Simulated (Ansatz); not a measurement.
Start from `[SiH3][SiH]1BO1` and change one atom or group to get `N[SiH]1BO1`.

Ansatz, PBE0-D4/def2-TZVP geometries, multiplicity 1. Each molecule was computed in one conformer, which needn't be the lowest.

```tsv
property	`[SiH3][SiH]1BO1`
LUMO energy (PBE/def2-TZVPP) / eV	-2.08
size of the dipole moment (PBE/def2-TZVPP) / D	0.90
HOMO–LUMO gap (PBE/def2-TZVPP) / eV	3.80
LUMO energy (ωB97M-V/def2-TZVPP) / eV	0.65
HOMO energy (ωB97M-V/def2-TZVPP) / eV	-9.04
HOMO energy (PBE/def2-TZVPP) / eV	-5.88
```

(1) What does the change do to each property? (Best estimate.)

## Answers

(1) Computed: 
```tsv
property	`N[SiH]1BO1`	shift
LUMO energy (PBE/def2-TZVPP) / eV	-1.85	0.23
size of the dipole moment (PBE/def2-TZVPP) / D	2.19	1.29
HOMO–LUMO gap (PBE/def2-TZVPP) / eV	3.63	-0.17
LUMO energy (ωB97M-V/def2-TZVPP) / eV	1.08	0.43
HOMO energy (ωB97M-V/def2-TZVPP) / eV	-8.83	0.21
HOMO energy (PBE/def2-TZVPP) / eV	-5.48	0.40
```

The zero-point energy changes by 4.3 kJ/mol with -3 modes. Dipoles are sizes alone; their direction can turn.
